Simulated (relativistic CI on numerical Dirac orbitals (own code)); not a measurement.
# Tc⁶⁺: resonant inelastic scattering at the L2,3 edge

Computed with this model: Dirac-Coulomb-Breit CI, separate exchange-only KLI orbitals for each configuration, a model potential for QED, valence Slater integrals scaled by 0.8, Kramers-Heisenberg scattering through one core-hole configuration in a parametric crystal field; configurations [Kr] 4d → [He] 2s2 2p5 3s2 3p6 3d10 4s2 4p6 4d2; 10 K; core-hole width 1.6 eV; summed over polarisations. Incident energies are the highest absorption maxima for each field (at most a few, so the weaker spin-orbit partner edge can be absent), on the computed scale of the free ion. Intensities are in per cent of the strongest line above 0.02 eV; levels within 1 cm⁻¹ are merged; final levels count from the ground level, the first row holds all elastic scattering, lines under 0.4 are left out and each table stops after 24 rows. The scale of the Slater integrals is a model choice and moves the terms in proportion.

Field parameters in Wybourne normalisation: Oh B⁴₀ = 21Dq, B⁴₄ = √(5/14) B⁴₀. The field is a parameter set, without covalency.

S is read from ⟨S²⟩ = S(S + 1).

Oh, 10Dq = 8500 cm⁻¹:

```
Final level (eV)  Degeneracy  Irrep     S  2692.4 eV  2807.7 eV
           0.000           4     Γ8  0.50     1863.5      277.6
           0.278           2     Γ7  0.50      100.0       14.9
           1.203           4     Γ8  0.50       89.4       30.7
```

Oh, 10Dq = 19250 cm⁻¹:

| Final level (eV) | Degeneracy | Irrep | S | 2693.1 eV | 2805.8 eV | 2807.6 eV |
| --- | --- | --- | --- | --- | --- | --- |
| 0.000 | 4 | Γ8 | 0.50 | 1374.8 | 207.5 | 211.3 |
| 0.260 | 2 | Γ7 | 0.50 | 77.1 | 14.4 | 4.2 |
| 2.500 | 4 | Γ8 | 0.50 | 100.0 | 6.2 | 25.7 |

For the first field the strongest loss at the lowest incident energy is the level at 0.28 eV (S = 0.50, against 0.50 in the thermal ground state).
